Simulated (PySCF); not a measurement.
**`CB(F)F`: 4 charge schemes on one density**

CH₃BF₂.
Structure used (PBE0-D3(BJ)/def2-SVP), in Å, numbered top down from 1:
```
atom  x, y, z in Å
C1    -0.4150    0.0359    0.5758
B2     0.5194   -0.0075   -0.6700
F3     0.9064    1.0793   -1.3166
F4     0.9678   -1.1562   -1.1500
H5    -0.6398    1.0569    0.9097
H6     0.0343   -0.5285    1.4082
H7    -1.3634   -0.4739    0.3379
```

Density: PBE0/pcSseg-1 (PySCF); schemes: Mulliken, IAO, Hirshfeld and ESP-fitted. Isolated species at its PBE0-D3(BJ)/def2-SVP geometry, gas phase.

Give the atomic charges in each scheme.

In e:

| atom | environment | Mulliken | IAO | Hirshfeld | ESP-fitted |
| --- | --- | --- | --- | --- | --- |
| C1 | sp3 carbon bound to boron | -0.575 | -0.628 | -0.198 | -0.748 |
| B2 | three-coordinate boron | +0.719 | +0.749 | +0.326 | +0.884 |
| F3 | boron-bound fluorine | -0.292 | -0.315 | -0.144 | -0.334 |
| F4 | boron-bound fluorine | -0.294 | -0.319 | -0.146 | -0.338 |
| H5 | methyl hydrogen | +0.142 | +0.165 | +0.049 | +0.173 |
| H6 | methyl hydrogen | +0.149 | +0.173 | +0.056 | +0.181 |
| H7 | methyl hydrogen | +0.150 | +0.175 | +0.057 | +0.182 |

Mean size of the charges over all atoms: ESP-fitted 0.406 e, IAO 0.361 e, Mulliken 0.331 e, Hirshfeld 0.139 e. Each set sums to the total charge, 0, to within 0.001 e. The Hirshfeld scheme weights the molecular density at each point by an atom's share of the summed free-atom densities. The IAO scheme counts the electrons in orthogonalised intrinsic atomic orbitals, a minimal basis polarised so that it spans the occupied orbitals exactly.

Lowest charge. All schemes agree: Mulliken C1 (-0.575); IAO C1 (-0.628); Hirshfeld C1 (-0.198); ESP-fitted C1 (-0.748).

Highest charge. All schemes agree: Mulliken B2 (+0.719); IAO B2 (+0.749); Hirshfeld B2 (+0.326); ESP-fitted B2 (+0.884).

Sum the charges by element, for elements with more than one atom.

| element | atoms | Mulliken | IAO | Hirshfeld | ESP-fitted |
| --- | --- | --- | --- | --- | --- |
| F | 2 | -0.586 | -0.634 | -0.290 | -0.672 |
| H | 3 | +0.441 | +0.513 | +0.162 | +0.536 |

How many electrons does the Hirshfeld scheme count on F3?

Z − q = 9 − (-0.144) = 9.144.
